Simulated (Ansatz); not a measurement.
Ansatz (a program for electronic structure) job for C4H4N, SMILES [c]1ccc[nH]1, multiplicity 2, B3LYP-D3(BJ)/def2-SVP. 

Ansatz 0.2 input:
```yaml
crystal:
  periodic: [false, false, false]
  atoms:
    - {symbol: C, position_ang: [1.19184262, -0.04002998, -0.00000000]}
    - {symbol: C, position_ang: [0.43227674, -1.16239841, 0.00000000]}
    - {symbol: C, position_ang: [-0.91085032, -0.69557492, 0.00000000]}
    - {symbol: C, position_ang: [-0.88454119, 0.67176704, -0.00000000]}
    - {symbol: N, position_ang: [0.42498286, 1.06601570, 0.00000000]}
    - {symbol: H, position_ang: [0.75872077, -2.18089612, -0.00000000]}
    - {symbol: H, position_ang: [-1.77871811, -1.32551966, -0.00000000]}
    - {symbol: H, position_ang: [-1.68386071, 1.38625469, -0.00000000]}
    - {symbol: H, position_ang: [0.75661089, 2.01546880, 0.00000000]}
basis:
  gaussian:
    orbitals: def2-SVP
hamiltonian:
  xc: b3lyp
  dispersion: d3bj
magnetization: {spin_polarized: true, initial_magnetization: 1}
relax: {f_tol: 0.002, max_steps: 200}
```

Log of the run:

```
WARN ansatz: RAYON_NUM_THREADS=1 ignored (pool sized by the plan → 1); use --threads N
Functional definition: B3LYP
integrals: 0.04 GiB planned
1052 factors; integrals over basis functions are off by at most 4.0e-4 eV
mean field: 0.47 GiB planned
mean field evaluation 1: about -5688.8876 eV, gradient 3.7e1 eV
mean field evaluation 2: about -5684.3172 eV, gradient 4.8e1 eV
mean field evaluation 4: about -5695.7930 eV, gradient 3.4e0 eV
mean field evaluation 8: about -5695.8938 eV, gradient 1.1e-1 eV
mean field evaluation 16: about -5695.8940 eV, gradient 5.7e-4 eV
mean field -5695.89403163 eV, -209.3202448468 hartree, gradient 3.1e-5 eV, S^2 0.757923; 1 other end points of the search recorded, 0 dependent functions left out
the calculation of the forces begins
reference -5695.89422583 eV, -209.3202519834 hartree; 18, 17 occupied and 72, 73 virtual orbitals, 1052 factors
relax step   1: F+E_penalty+E_count = -5696.21977383 eV  Δ(F+E_penalty+E_count) = +0.000e0 eV  max|allowed force component| = 8.893e-1 eV/Å  Δτ_max = 0.0000 Å  (49 SCF iters, accepted)
these checks for a lower state are left out or cut short: starts, cluster_reference, orbital_swaps, neighbouring_geometries, increment
integrals: 0.04 GiB planned
1052 factors; integrals over basis functions are off by at most 4.3e-4 eV
mean field: 0.47 GiB planned
mean field evaluation 32: about -5695.9377 eV, gradient 1.8e-4 eV
mean field -5695.93770946 eV, -209.3218499776 hartree, gradient 2.0e-5 eV, S^2 0.758342; 0 other end points of the search recorded, 0 dependent functions left out
the calculation of the forces begins
reference -5695.93790536 eV, -209.3218571766 hartree; 18, 17 occupied and 72, 73 virtual orbitals, 1052 factors
relax step   2: F+E_penalty+E_count = -5696.26385007 eV  Δ(F+E_penalty+E_count) = -4.408e-2 eV  max|allowed force component| = 2.633e-1 eV/Å  Δτ_max = 0.0258 Å  (39 SCF iters, accepted)
these checks for a lower state are left out or cut short: starts, cluster_reference, orbital_swaps, neighbouring_geometries, increment
integrals: 0.04 GiB planned
1052 factors; integrals over basis functions are off by at most 4.4e-4 eV
mean field: 0.47 GiB planned
mean field -5695.94166125 eV, -209.3219952031 hartree, gradient 2.0e-5 eV, S^2 0.758513; 0 other end points of the search recorded, 0 dependent functions left out
the calculation of the forces begins
reference -5695.94185779 eV, -209.3220024258 hartree; 18, 17 occupied and 72, 73 virtual orbitals, 1052 factors
relax step   3: F+E_penalty+E_count = -5696.26791933 eV  Δ(F+E_penalty+E_count) = -4.069e-3 eV  max|allowed force component| = 4.955e-2 eV/Å  Δτ_max = 0.0100 Å  (34 SCF iters, accepted)
these checks for a lower state are left out or cut short: starts, cluster_reference, orbital_swaps, neighbouring_geometries, increment
integrals: 0.04 GiB planned
1052 factors; integrals over basis functions are off by at most 4.5e-4 eV
mean field: 0.47 GiB planned
mean field -5695.94167330 eV, -209.3219956457 hartree, gradient 2.3e-5 eV, S^2 0.758507; 0 other end points of the search recorded, 0 dependent functions left out
the calculation of the forces begins
reference -5695.94186973 eV, -209.3220028646 hartree; 18, 17 occupied and 72, 73 virtual orbitals, 1052 factors
relax step   4: F+E_penalty+E_count = -5696.26785527 eV  Δ(F+E_penalty+E_count) = +6.406e-5 eV  max|allowed force component| = 1.142e-1 eV/Å  Δτ_max = 0.0051 Å  (31 SCF iters, rejected (line search))
these checks for a lower state are left out or cut short: starts, cluster_reference, orbital_swaps, neighbouring_geometries, increment
integrals: 0.04 GiB planned
1052 factors; integrals over basis functions are off by at most 4.5e-4 eV
mean field: 0.47 GiB planned
mean field -5695.94177778 eV, -209.3219994855 hartree, gradient 4.4e-5 eV, S^2 0.758511; 0 other end points of the search recorded, 0 dependent functions left out
the calculation of the forces begins
reference -5695.94197432 eV, -209.3220067080 hartree; 18, 17 occupied and 72, 73 virtual orbitals, 1052 factors
relax step   5: F+E_penalty+E_count = -5696.26802926 eV  Δ(F+E_penalty+E_count) = -1.099e-4 eV  max|allowed force component| = 9.012e-3 eV/Å  Δτ_max = 0.0025 Å  (29 SCF iters, accepted)
these checks for a lower state are left out or cut short: starts, cluster_reference, orbital_swaps, neighbouring_geometries, increment
integrals: 0.04 GiB planned
1052 factors; integrals over basis functions are off by at most 4.5e-4 eV
mean field: 0.47 GiB planned
mean field -5695.94179857 eV, -209.3220002496 hartree, gradient 2.8e-5 eV, S^2 0.758510; 0 other end points of the search recorded, 0 dependent functions left out
the calculation of the forces begins
reference -5695.94199512 eV, -209.3220074724 hartree; 18, 17 occupied and 72, 73 virtual orbitals, 1052 factors
relax step   6: F+E_penalty+E_count = -5696.26804146 eV  Δ(F+E_penalty+E_count) = -1.220e-5 eV  max|allowed force component| = 6.666e-3 eV/Å  Δτ_max = 0.0018 Å  (26 SCF iters, accepted)
these checks for a lower state are left out or cut short: starts, cluster_reference, orbital_swaps, neighbouring_geometries, increment
integrals: 0.04 GiB planned
1052 factors; integrals over basis functions are off by at most 4.5e-4 eV
mean field: 0.47 GiB planned
mean field evaluation 64: about -5695.9418 eV, gradient 1.2e-2 eV
mean field -5695.94180176 eV, -209.3220003666 hartree, gradient 2.1e-5 eV, S^2 0.758512; 0 other end points of the search recorded, 0 dependent functions left out
the calculation of the forces begins
reference -5695.94199829 eV, -209.3220075891 hartree; 18, 17 occupied and 72, 73 virtual orbitals, 1052 factors
relax step   7: F+E_penalty+E_count = -5696.26804160 eV  Δ(F+E_penalty+E_count) = -1.475e-7 eV  max|allowed force component| = 3.839e-3 eV/Å  Δτ_max = 0.0002 Å  (26 SCF iters, accepted)
these checks for a lower state are left out or cut short: starts, cluster_reference, orbital_swaps, neighbouring_geometries, increment
integrals: 0.04 GiB planned
1052 factors; integrals over basis functions are off by at most 4.5e-4 eV
mean field: 0.47 GiB planned
mean field -5695.94179809 eV, -209.3220002317 hartree, gradient 2.6e-5 eV, S^2 0.758511; 0 other end points of the search recorded, 0 dependent functions left out
the calculation of the forces begins
reference -5695.94199463 eV, -209.3220074543 hartree; 18, 17 occupied and 72, 73 virtual orbitals, 1052 factors
relax step   8: F+E_penalty+E_count = -5696.26804212 eV  Δ(F+E_penalty+E_count) = -5.135e-7 eV  max|allowed force component| = 2.953e-4 eV/Å  Δτ_max = 0.0001 Å  (25 SCF iters, accepted)
integrals: 0.04 GiB planned
1052 factors; integrals over basis functions are off by at most 4.5e-4 eV
mean field: 0.47 GiB planned
mean field evaluation 96: about -5695.1520 eV, gradient 7.4e0 eV
mean field -5695.94179809 eV, -209.3220002317 hartree, gradient 2.6e-5 eV, S^2 0.758511; 2 other end points of the search recorded, 0 dependent functions left out
the calculation of the forces begins
reference -5695.94199463 eV, -209.3220074543 hartree; 18, 17 occupied and 72, 73 virtual orbitals, 1052 factors
Total energy: -5696.26823866 eV, -209.3339967013 hartree
Atom 0 at     1.206856    -0.037931    -0.000000 Å, force    -0.000295     0.000157     0.000000 eV/Å
Atom 1 at     0.442568    -1.177276    -0.000000 Å, force     0.000117    -0.000205     0.000000 eV/Å
Atom 2 at    -0.915152    -0.703800     0.000000 Å, force    -0.000013     0.000027    -0.000000 eV/Å
Atom 3 at    -0.894823     0.677015     0.000000 Å, force     0.000216     0.000014     0.000000 eV/Å
Atom 4 at     0.431543     1.076734    -0.000000 Å, force    -0.000143    -0.000066    -0.000000 eV/Å
Atom 5 at     0.782428    -2.209713     0.000000 Å, force     0.000003    -0.000116    -0.000000 eV/Å
Atom 6 at    -1.807924    -1.327559    -0.000000 Å, force    -0.000073    -0.000065    -0.000000 eV/Å
Atom 7 at    -1.702504     1.405537     0.000000 Å, force     0.000087    -0.000018    -0.000000 eV/Å
Atom 8 at     0.763471     2.032080     0.000000 Å, force     0.000103     0.000270    -0.000000 eV/Å
Dipole moment:    -0.035367     0.385112    -0.000000 e Å
```

Self-consistency was reached.
